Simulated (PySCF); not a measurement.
Computed IR spectrum (relative IR intensity) of a molecule C2H10N2Si2. Geometry: B3LYP-D3(BJ)/def2-SVP. One conformer was computed; it need not be the lowest. Calculation: B3LYP-D3(BJ)/def2-SVP run with PySCF. Frequencies are harmonic and unscaled.

Lines under 2 % of the strongest are left out, and lines within 2 cm⁻¹ are merged.

ν (cm⁻¹): 368 (w), 426 (vw), 462 (w), 490 (s), 528 (s), 576 (w), 652 (w), 708 (s), 728 (m), 781 (m), 837 (s), 848 (m), 881 (s), 948 (m), 1044 (m), 1097 (w), 1155 (vs), 1334 (m), 1403 (s), 1449 (w), 1466 (vw), 1501 (vw), 2166 (vs), 2195 (s), 2202 (s), 2981 (s), 2990 (m), 3030 (m), 3035 (m), 3102 (w), 3563 (vw), 3582 (w) (against the strongest line: vs over 80 %, s over 45 %, m over 15 %, w over 4 %, vw less)

Problem. Which molecule gave these data?
A. CN[Si@@H]1NC[SiH2]1
B. NC/C([SiH3])=N\[SiH3]
C. CNC1[SiH2]N[SiH2]1
D. C[Si@H](N)/C=N/[SiH3]

Solution. A, CN[Si@@H]1NC[SiH2]1
